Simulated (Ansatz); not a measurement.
Species: SiF2 (charge +1, doublet). SMILES of the parent species: F[Si]F

Atoms: F1, Si2, F3. Bonds: F1-Si2, Si2-F3.

Bond lengths (Å) and angles (degrees) optimised at HF/STO-3G with Ansatz (a first-principles code); B3LYP/LANL2DZ with Ansatz; B3LYP/6-31G* with Ansatz; MP2/6-31G* with Ansatz, each started from the B3LYP-D3(BJ)/def2-TZVP structure (Ansatz) of the last column. A row stands for all coordinates that are equal there. 6-31G* holds six Cartesian d functions. No wavenumbers were computed at HF/STO-3G, B3LYP/LANL2DZ, MP2/6-31G*, so these may be saddle points.

```json
[
 {"coordinate": "F1-Si2", "HF/STO-3G": "1.578", "B3LYP/LANL2DZ": "1.630", "B3LYP/6-31G*": "1.558", "MP2/6-31G*": "1.556", "B3LYP-D3(BJ)/def2-TZVP": "1.540"},
 {"coordinate": "F1-Si2-F3", "HF/STO-3G": "110.1", "B3LYP/LANL2DZ": "117.4", "B3LYP/6-31G*": "119.8", "MP2/6-31G*": "120.0", "B3LYP-D3(BJ)/def2-TZVP": "120.1"}
]
```

Mean signed difference of all 2 bond lengths from B3LYP-D3(BJ)/def2-TZVP: HF/STO-3G 0.038 Å, B3LYP/LANL2DZ 0.090 Å, B3LYP/6-31G* 0.018 Å, MP2/6-31G* 0.016 Å.
